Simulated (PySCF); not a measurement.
Working out the ionisation energy of Rh²⁺

Rh²⁺ [Kr] 4d7 (4F) → Rh³⁺ [Kr] 4d6 (5D). Calculation: PySCF 2.14, in cc-pVTZ-PP with ECP28MDF; a scalar-relativistic core potential. Frozen: 4s2 4p6. Energies in hartree (1 hartree = 27.21139 eV):

| part | Rh²⁺ (lower) | Rh³⁺ (upper) |
| --- | --- | --- |
| UHF | -108.566247 | -107.489369 |
| MP2 opposite-spin | -0.088747 | -0.044729 |
| MP2 same-spin | -0.066270 | -0.062084 |

Q: What does Hartree-Fock give?

A: (-107.489369) − (-108.566247) = 1.076878 hartree = 29.303 eV.

Q: What do MP2 and SCS-MP2 (6/5 opposite-spin, 1/3 same-spin) give?

A: The opposite-spin parts differ by 1.198 eV and the same-spin parts by 0.114 eV. MP2: 29.303 + (1.198) + (0.114) = 30.615 eV. SCS-MP2: 29.303 + 1.2 × (1.198) + (0.114)/3 = 30.779 eV.

Reference: 31.06 eV (semi-empirical (NIST evaluation); NIST Atomic Spectra Database, ionization energies), between the lowest levels; spin-orbit coupling is absent from the calculation.

What remains against the reference includes basis incompleteness, the frozen core and correlation beyond second order.
